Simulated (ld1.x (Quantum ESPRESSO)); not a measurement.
## Which change was made? (Xe, TM)

| Property | Result |
| --- | --- |
| Element | Xe (Z = 54) |
| Generator | ld1.x (Quantum ESPRESSO) 7.5 |
| Type | norm-conserving Troullier–Martins (Kleinman–Bylander form) |
| Functional | LDA (PZ) |
| Relativity | scalar-relativistic |
| Frozen core | [Kr] 4d10 |
| Valence charge | 8 |
| Reference configuration | 5s2 5p6 |
| Partial waves | 5s (bound): rc 1.75 bohr; 5d channel at 0.5 Ry: rc 1.60 bohr; 5p (bound): rc 1.70 bohr |
| Local potential | the p channel |
| Core correction | Bessel-smoothed model core inside 1.05 bohr |

Cutoffs, loose and tight: the cutoffs (Ry, on a coarse ladder) from which the occupation-weighted sum of valence levels, in a spherical-Bessel basis at the reference potential, stays within 10 and 1 mRy of its value at 400 Ry. They do not see the model core or the augmentation charge, which bear on the density cutoff. Test errors are all-electron minus pseudo excitation energies from the reference, over the configurations 5s2 5p5; 5s2 5p4; 5s2 5p3; 5s2 5p2; 5s2 5p5.5; 5s1 5p6 (two spin-polarised tests are not counted in the largest error); variants that change the core or the reference have their own tests. The largest error is taken over the tests solved by every variant that gives reliable tests at all, those not shown here included: 5s1 5p6; 5s2 5p3; 5s2 5p4; 5s2 5p5; 5s2 5p5.5.

The base gives: outcome: generated; cutoff, loose: 40 Ry; cutoff, tight: 70 Ry; bound ghosts: d; largest test error (meV): +21.

Question: After one change the result is: outcome: generated; cutoff, loose: 35 Ry; cutoff, tight: 70 Ry; bound ghosts: d; largest test error (meV): +50. Which change was it?
A. local potential all-electron potential smoothed inside 1.45 bohr (lloc = -2)
B. reference 5s2 5p4.5
C. fully relativistic
D. wave 5s (bound): rc 1.75 bohr becomes 5s (bound): rc 2.50 bohr

Answer: D. The others give: local potential all-electron potential smoothed inside 1.45 bohr (lloc = -2) → outcome: generated; cutoff, loose: 40 Ry; cutoff, tight: 70 Ry; bound ghosts: d; largest test error (meV): +42 | fully relativistic → outcome: generated, misses its reference levels by 0.88 eV; cutoff, loose: 40 Ry; cutoff, tight: 70 Ry; bound ghosts: d3/2, d5/2; largest test error (meV): +146 | reference 5s2 5p4.5 → outcome: generated; cutoff, loose: 40 Ry; cutoff, tight: 70 Ry; bound ghosts: d; largest test error (meV): +14.
